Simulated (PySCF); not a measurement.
SMILES c1c(ccc(c1)C)[Si](F)(F)F (GFN2-xTB optimised geometry):

```
18

C      3.230    -0.330     0.002
C      1.733    -0.351     0.005
C      1.019    -0.182     1.186
C     -0.362    -0.184     1.185
C     -1.080    -0.355     0.000
Si    -2.941    -0.355     0.000
F     -3.625     1.080     0.000
F     -3.582    -1.080    -1.260
F     -3.590    -1.072     1.261
C     -0.357    -0.524    -1.183
C      1.023    -0.521    -1.178
H      3.625    -1.012    -0.747
H      3.625    -0.603     0.977
H      3.584     0.673    -0.238
H      1.552    -0.050     2.116
H     -0.894    -0.056     2.116
H     -0.886    -0.663    -2.114
H      1.561    -0.656    -2.106
```

Calculation: CAM-B3LYP/def2-SVP (PySCF 2.14.0).

What are the frontier orbital energies and the dipole moment?

HOMO-2 -11.10 eV, HOMO-1 -9.03 eV, HOMO -8.84 eV, LUMO 0.07 eV, LUMO+1 0.59 eV; dipole moment 4.32 D.

Meta-Löwdin charges at CAM-B3LYP/def2-SVP: C1 -0.30, C2 0.05, C3 -0.11, C4 -0.08, C5 -0.28, Si6 1.54, F7 -0.46, F8 -0.46, F9 -0.46, C10 -0.08, C11 -0.11, H12 0.11, H13 0.11, H14 0.11, H15 0.10, H16 0.11, H17 0.11, H18 0.10.
